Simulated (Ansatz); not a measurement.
One change: `ICCI` becomes `CCI`.

Ansatz, PBE0-D4/def2-TZVP geometries, multiplicity 1. Each molecule was computed in one conformer, which needn't be the lowest.

Elements past krypton have def2 core potentials.

```json
{"property": "HOMO–LUMO gap (B3LYP/def2-TZVPP) / eV", "`ICCI`": "5.55"}
{"property": "HOMO–LUMO gap (ωB97M-V/def2-TZVPP) / eV", "`ICCI`": "10.12"}
{"property": "HOMO–LUMO gap (PBE/def2-TZVPP) / eV", "`ICCI`": "3.98"}
{"property": "zero-point energy (PBE0-D4/def2-TZVP) / kJ/mol", "`ICCI`": "147.0"}
{"property": "ideal-gas entropy at 298 K and 1 bar (rigid rotor, harmonic PBE0-D4/def2-TZVP) / J/(mol·K)", "`ICCI`": "340"}
{"property": "HOMO energy (ωB97M-V/def2-TZVPP) / eV", "`ICCI`": "-9.65"}
```

(1) What does the change do to each property? (An estimate is asked.)

## Answers

(1) Computed: 
| property | `CCI` | shift |
| --- | --- | --- |
| HOMO–LUMO gap (B3LYP/def2-TZVPP) / eV | 6.02 | 0.47 |
| HOMO–LUMO gap (ωB97M-V/def2-TZVPP) / eV | 10.61 | 0.49 |
| HOMO–LUMO gap (PBE/def2-TZVPP) / eV | 4.44 | 0.46 |
| zero-point energy (PBE0-D4/def2-TZVP) / kJ/mol | 172.2 | 25.2 |
| ideal-gas entropy at 298 K and 1 bar (rigid rotor, harmonic PBE0-D4/def2-TZVP) / J/(mol·K) | 294 | -46 |
| HOMO energy (ωB97M-V/def2-TZVPP) / eV | -9.38 | 0.27 |

With PBE0 the HOMO rises by 0.28 eV and the LUMO rises by 0.78 eV, so the gap widens by about 0.50 eV. PBE moves the HOMO by 0.28 eV and ωB97M-V by 0.27 eV.

B3LYP here is the variant with VWN-RPA as its local correlation; programs differ in this.

Spin–orbit coupling is left out; it splits and shifts lone-pair levels of the heavy atoms by tenths of an eV.
